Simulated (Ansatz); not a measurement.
Basis-set extrapolation for B₂H₆OSi (`BB[SiH2]O`) (PBE0-D4/def2-TZVP geometry, frozen core, the Gaussian-basis code of Ansatz). Multiplicity 1, RHF reference.

```tsv
	def2-TZVPP	def2-QZVPP
HF	-416.682572	-416.698275
MP2 correlation	-0.595581	-0.638480
CCSD(T) correlation	-0.661127	not run
```

Energies in hartree. Use E(X) = E(∞) + A·exp(−7.88·√X) for Hartree–Fock and E(X) = E(∞) + B·X^(−2.97) for correlation, with X = 3 and 4, and add CCSD(T) minus MP2 of the smaller set to the MP2 limit.

Question: What is the CCSD(T) energy at the basis-set limit?

Answer: HF limit: -416.698275 + (-0.015703) × 0.13774 = -416.70044. MP2 limit: -0.638480 + (-0.042899) × 0.74074 = -0.67026. Higher-order term: -0.661127 − (-0.595581) = -0.06555. Total: -417.43625 hartree, 243.0 kJ/mol below CCSD(T)/def2-TZVPP.
